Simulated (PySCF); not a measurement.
SMILES C[SiH2][SeH] (PBE/def2-SVP optimised geometry):

```
9

C      1.199    -0.542     0.000
Si    -0.689    -0.542     0.000
Se    -1.595     1.583     0.000
H      1.595    -0.078    -0.926
H      1.582    -1.583     0.055
H      1.591     0.026     0.867
H     -1.232    -1.145     1.266
H     -1.204    -1.329    -1.176
H     -1.039     1.902    -1.341
```

Calculation: PySCF with PBE/def2-TZVP.

Task: What are the frontier orbital energies and the dipole moment?

Result: HOMO-2 -8.12 eV, HOMO-1 -7.56 eV, HOMO -5.79 eV, LUMO -0.79 eV, LUMO+1 -0.60 eV; dipole moment 1.57 D.

Meta-Löwdin charges at PBE/def2-TZVP: C1 -0.59, Si2 0.50, Se3 -0.24, H4 0.13, H5 0.14, H6 0.14, H7 -0.08, H8 -0.09, H9 0.07.
